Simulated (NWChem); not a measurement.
GaH$_{2}$Cl; SMILES [Cl][GaH2]

Computed with NWChem. Coordinates come from a B3LYP/6-31G* (spherical d) optimisation. Vertical excitations in the gas phase; the lowest state need not have the same character in each row.

```
level                                      lowest excitation, singlet (eV)  oscillator strength of that lowest state  lowest state with f > 0.02, singlet (eV)  oscillator strength of that bright state  orbital gap (eV)
-----------------------------------------  -------------------------------  ----------------------------------------  ----------------------------------------  ----------------------------------------  ----------------
PBE/def2-SVP, TDA                                                     4.48                                     0.000                                      5.68                                     0.047              4.40
B3LYP/def2-SVP, TDA                                                   4.85                                     0.000                                      6.02                                     0.044              5.99
LDA (Slater exchange, VWN5)/def2-SVP, TDA                              [?]                                     0.000                                       [?]                                     0.049               [?]
PBE0/def2-SVP, TDA                                                    5.08                                     0.000                                      6.27                                     0.042              6.53
```

**Question.** Complete the blanks.

**Answer.** 
- LDA (Slater exchange, VWN5)/def2-SVP, TDA, lowest excitation, singlet (eV): 4.33
- LDA (Slater exchange, VWN5)/def2-SVP, TDA, lowest state with f > 0.02, singlet (eV): 5.62
- LDA (Slater exchange, VWN5)/def2-SVP, TDA, orbital gap (eV): 4.23
